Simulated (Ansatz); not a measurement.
Isolated molecules relaxed with PBE0-D4/def2-TZVP in Ansatz; ΔE leaves out vibrations. CBS: MP2 limit from def2 TZ/QZ plus the TZ coupled-cluster correction, frozen cores. Functionals use def2-TZVPP. B3LYP here is the variant with VWN-RPA as its local correlation; programs differ in this. Elements past krypton have def2 core potentials. For Te outer-core shells are correlated without core-valence functions, which leaves a few kJ/mol of doubt a bond. Each species was taken in one conformer, which may not be the lowest.

Consider the redistribution: `C[Te][SiH2]N` + `CS[SiH2][SiH3]` → `C[Te][SiH2][SiH3]` + `CS[SiH2]N`.

`C[Te][SiH2]N`:

Cartesian coordinates in Å:
```
C 0.991 -1.755 0.437
Te -0.625 -1.574 -0.970
Si -1.217 0.722 -0.241
N 0.169 1.728 -0.334
H 0.595 -1.990 1.422
H 1.635 -2.560 0.088
H 1.540 -0.816 0.452
H -1.651 0.786 1.179
H -2.371 1.086 -1.112
H 0.269 2.519 0.281
H 0.664 1.854 -1.201
```

`CS[SiH2][SiH3]`:

Z-matrix (Å, degrees):
```
C
S 1 1.816
H 1 1.090 2 111.0
H 1 1.090 2 111.0 3 -122.6
H 1 1.090 2 106.8 3 118.7
Si 2 2.128 1 100.1 3 61.3
Si 6 2.338 2 107.2 1 -179.9
H 6 1.491 2 110.5 1 -59.0
H 6 1.491 2 110.5 1 59.2
H 7 1.486 6 110.2 2 -59.9
H 7 1.488 6 109.4 2 -179.7
H 7 1.486 6 110.2 2 60.6
```

`C[Te][SiH2][SiH3]`:

Cartesian coordinates in Å:
```
C 0.544 -2.077 0.784
Te -1.455 -1.642 0.121
Si -0.794 0.355 -1.212
Si 0.098 1.995 0.194
H 1.176 -2.289 -0.076
H 0.474 -2.959 1.418
H 0.935 -1.240 1.357
H -2.043 0.840 -1.859
H 0.181 -0.020 -2.275
H 1.197 1.406 1.008
H -0.965 2.483 1.111
H 0.652 3.146 -0.571
```

`CS[SiH2]N`:

Z-matrix (Å, degrees):
```
C
S 1 1.815
H 1 1.090 2 110.9
H 1 1.090 2 111.0 3 -122.4
H 1 1.090 2 107.2 3 118.7
Si 2 2.131 1 99.5 3 58.1
N 6 1.711 2 116.3 1 -60.9
H 6 1.484 2 102.6 1 177.3
H 6 1.486 2 110.0 1 58.0
H 7 1.006 6 122.2 2 -56.1
H 7 1.005 6 120.8 2 97.5
```

(1) Is it downhill or uphill in electronic energy at CCSD(T)/CBS, and by how much? (Best estimate.)

(2) What do these levels give: r2SCAN-D4, ωB97X-V, ωB97M-V, PBE0, B3LYP, CCSD(T)/def2-TZVPP? (Best estimate.)

Largest T1 diagnostic among the species: 0.012.

## Answers

(1) Computed: Downhill: ΔE = -11.7 kJ/mol.

(2) The calculation gave: r2SCAN-D4 -11.2, ωB97X-V -10.3, ωB97M-V -10.8, PBE0 -10.3, B3LYP -9.5, CCSD(T)/def2-TZVPP -11.2 kJ/mol.
